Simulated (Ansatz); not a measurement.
`B[SiH]1[C@@H](F)[C@@H]1F` and `F[C@H]1[SiH2][C@@H]1F` differ in one atom or group (the configuration at a centre changes too).

Ansatz, PBE0-D4/def2-TZVP geometries, multiplicity 1. 

| property | `B[SiH]1[C@@H](F)[C@@H]1F` |
| --- | --- |
| HOMO energy (PBE/def2-TZVPP) / eV | -6.28 |
| HOMO energy (ωB97M-V/def2-TZVPP) / eV | -9.37 |
| HOMO–LUMO gap (PBE0/def2-TZVPP) / eV | 4.45 |
| size of the dipole moment (ωB97M-V/def2-TZVPP) / D | 1.70 |
| LUMO energy (B3LYP/def2-TZVPP) / eV | -3.05 |
| size of the dipole moment (B3LYP/def2-TZVPP) / D | 1.45 |

What does the change do to each property? (An estimate is asked.)

Computed: 
```
                                          property  `F[C@H]1[SiH2][C@@H]1F`  shift
                 HOMO energy (PBE/def2-TZVPP) / eV                    -6.28   0.00
             HOMO energy (ωB97M-V/def2-TZVPP) / eV                    -9.73  -0.36
              HOMO–LUMO gap (PBE0/def2-TZVPP) / eV                     7.07   2.62
size of the dipole moment (ωB97M-V/def2-TZVPP) / D                     2.17   0.47
               LUMO energy (B3LYP/def2-TZVPP) / eV                    -0.71   2.34
  size of the dipole moment (B3LYP/def2-TZVPP) / D                     2.10   0.65
```

With PBE0 the HOMO falls by 0.22 eV and the LUMO rises by 2.40 eV, so the gap widens by about 2.62 eV. PBE moves the HOMO by 0.00 eV and ωB97M-V by -0.36 eV. Dipoles are sizes alone; their direction can turn.

B3LYP here is the variant with VWN-RPA as its local correlation; programs differ in this.
